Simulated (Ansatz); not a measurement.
CHO2 (SMILES [O]C=O), doublet, at a GFN2-xTB geometry; B97M-V/6-31G** in Ansatz (a first-principles code).

Ansatz was given this input:
Ansatz 0.2 input:
```yaml
crystal:
  periodic: [false, false, false]
  atoms:
    - {symbol: O, position_ang: [1.15623491, -0.01312691, 0.00983414]}
    - {symbol: C, position_ang: [-0.02457140, 0.19152173, 0.00045866]}
    - {symbol: O, position_ang: [-1.11548103, -0.30452915, -0.01059486]}
    - {symbol: H, position_ang: [-0.17860263, 1.39211811, 0.00333384]}
basis:
  gaussian:
    orbitals: 6-31G__.json
hamiltonian:
  xc: {name: B97M-V}
magnetization: {spin_polarized: true, initial_magnetization: 1}
```
The basis file holds 6-31G** in the JSON format of the Basis Set Exchange.

Problem. Predict the main parts of the log of this Ansatz run.

Solution. 
```
Functional definition: B97M-V
487 factors; their error is unknown
mean field evaluation 1: about -5140.7344 eV, gradient 3.0e1 eV
mean field evaluation 2: about -5135.8562 eV, gradient 4.7e1 eV
mean field evaluation 4: about -5143.9232 eV, gradient 1.0e0 eV
mean field evaluation 8: about -5143.9059 eV, gradient 3.6e-2 eV
mean field evaluation 16: about -5141.9062 eV, gradient 8.5e0 eV
mean field -5143.90590989 eV, -189.0350555237 hartree, gradient 2.5e-5 eV, S^2 0.754433; 0 other end points of the search recorded, 0 dependent functions left out
reference -5143.90592889 eV, -189.0350562221 hartree; 12, 11 occupied and 38, 39 virtual orbitals, 487 factors
Total energy: -5143.90592889 eV, -189.0350562221 hartree
```
